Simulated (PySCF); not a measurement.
**Al⁺: excitation energy**

Al⁺ [Ne] 3s2 (1S) → Al⁺ [Ne] 3s1 4s1, s spin flipped, as a difference of total energies. All numbers are calculated (PySCF 2.14, no relativity, point nucleus, in aug-cc-pwCVTZ (8s7p5d3f, 75 functions)). Correlated levels: valence: [Ne] frozen. The calculations carry no spin-orbit coupling.

```
           method  excitation energy (eV)
              UHF                   0.000
    MP2 (valence)                   0.000
SCS-MP2 (valence)                   0.000
```

The upper determinant mixes two multiplicities, so it lies between the two terms.

The promoted electron is Rydberg-like, and one or two diffuse shells describe it only roughly, which tends to raise the upper state.
